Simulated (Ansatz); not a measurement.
System: InBr2 (charge -1, singlet). 
Geometry from a B3LYP-D3(BJ)/def2-TZVP (Ansatz, a program for electronic structure) optimisation:
```
In
Br 1 2.7766
Br 1 2.7766 2 102.25
```
Charge -1, spin multiplicity 1.

Basis-set convergence of Hartree-Fock and MP2 correlation energies (hartree) with Ansatz. Valence correlation only, unless marked. Spin-orbit coupling is left out. The frozen core is the preceding noble-gas configuration, with the filled d and f shells of earlier blocks. Past Kr the def2 sets carry scalar-relativistic core potentials.

```
basis        functions        E(HF)  E(corr, MP2)
-----------  ---------  -----------  ------------
def2-SVPD          114  -5333.62772      -0.30410
def2-TZVPPD        170            ?             ?
```

Problem. Complete the blanks.

Solution. 
- def2-TZVPPD, E(HF): -5334.25437
- def2-TZVPPD, E(corr, MP2): -0.38376
